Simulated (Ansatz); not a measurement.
Harmonic frequencies (cm⁻¹) at PBE0-D4/def2-TZVP from Ansatz: 243, 243, 553, 553, 714, 714, 911, 2193, 2401, 3475.

Which molecule is it?
A. `COC=O`
B. `C#CCS`
C. `C#CC#N`
D. `N#CCC(F)(F)F`

C.
